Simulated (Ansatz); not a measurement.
Computed with Ansatz on PBE0-D4/def2-TZVP structures; ΔE is electronic, products minus reactants. CBS: MP2 limit from def2 TZ/QZ plus the TZ coupled-cluster correction, frozen cores. This one scheme is used for every species. Functionals use def2-TZVPP. B3LYP here is the variant with VWN-RPA as its local correlation; programs differ in this. Elements past krypton have def2 core potentials. For I outer-core shells are correlated without core-valence functions, which leaves a few kJ/mol of doubt a bond. One conformer a species, not always the lowest.

Reaction (ligand exchange at a B–C bond): `C=C(I)BC` + HCl → `CBCl` + `C=CI`

| level | ΔE (kcal/mol) | difference from CCSD(T)/CBS |
| --- | --- | --- |
| PBE-D4 | -15.8 | -0.5 |
| r2SCAN-D4 | -16.5 | -1.2 |
| PBE0-D4 | -16.0 | -0.7 |
| B3LYP-D4 | -15.7 | -0.4 |
| ωB97X-V | -16.7 | -1.4 |
| ωB97M-V | -16.4 | -1.1 |
| B2PLYP | -17.1 | -1.8 |
| PBE | -17.2 | -1.9 |
| r2SCAN | -16.9 | -1.6 |
| PBE0 | -17.2 | -1.9 |
| B3LYP | -17.9 | -2.6 |
| HF/def2-TZVPP | -18.9 | -3.6 |
| MP2/def2-TZVPP | -15.5 | -0.2 |
| SCS-MP2/def2-TZVPP | -16.1 | -0.8 |
| CCSD/def2-TZVPP | -16.2 | -0.9 |
| CCSD(T)/def2-TZVPP | -15.6 | -0.3 |
| HF/def2-QZVPP | -18.8 | -3.5 |
| MP2/def2-QZVPP | -15.3 | 0.0 |
| SCS-MP2/def2-QZVPP | -15.9 | -0.6 |
| HF/CBS(def2) | -18.8 | -3.5 |
| MP2/CBS(def2) | -15.1 | 0.2 |
| CCSD/CBS(def2) | -15.9 | -0.6 |
| CCSD(T)/CBS | -15.3 | 0 |

Largest T1 diagnostic among the species: 0.011.

In def2-TZVPP, CCSD(T) changes the Hartree–Fock value by +3.2 kcal/mol (the triples alone add +0.5 kcal/mol) and MP2 by +3.4 kcal/mol. The D4 term adds +2.2 kcal/mol with B3LYP and +1.2 kcal/mol with PBE0; it sums over pairs of atoms, weighted by their polarisabilities, and B3LYP, whose exchange is more repulsive, gets the larger term.
